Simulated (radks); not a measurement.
Task: These are the eigenvalues of the occupied orbitals of an atom or ion with whole-number occupations (eV). All-electron calculation, scalar-relativistic Kohn-Sham, PBEsol, spin-polarised, spherical densities, finite nucleus; Fermi nuclear charge, rms radius of each element as measured or else 0.836 A^(1/3) + 0.57 fm. Program: a radial shooting solver on a logarithmic mesh with Libxc functionals.

| orbital | eigenvalue |
|---|---|
| 1s up | -67353.45 |
| 1s down | -67353.36 |
| 2s up | -11599.05 |
| 2s down | -11598.85 |
| 2p up | -10172.43 |
| 2p down | -10172.23 |
| 3s up | -2680.837 |
| 3s down | -2680.745 |
| 3p up | -2256.332 |
| 3p down | -2256.225 |
| 3d up | -1760.031 |
| 3d down | -1759.874 |
| 4s up | -571.1114 |
| 4s down | -570.8871 |
| 4p up | -431.8076 |
| 4p down | -431.5801 |
| 4d up | -253.3198 |
| 4d down | -253.0296 |
| 5s up | -104.4339 |
| 5s down | -102.0514 |
| 5p up | -70.4462 |
| 5p down | -67.5438 |
| 4f up | -56.0297 |
| 4f down | -55.3741 |
| 5d up | -31.7475 |

Which element is it, and in what charge state? The configuration may be excited. Open shells, if any, are filled with parallel spins first.

Result: Z = 73, tantalum, charge +3: Ta3+ in [Kr] 4d10 4f14 5s2 5p5 5d3. The list shows which subshells hold electrons but not how many an open one holds; the 1s level, -2475.2 hartree, gives Z - s = 70.4 by -(Z - s)^2/2, which with screening and relativity narrows Z to a few neighbours, and the depths of the outer levels then fix element, charge and occupations together.
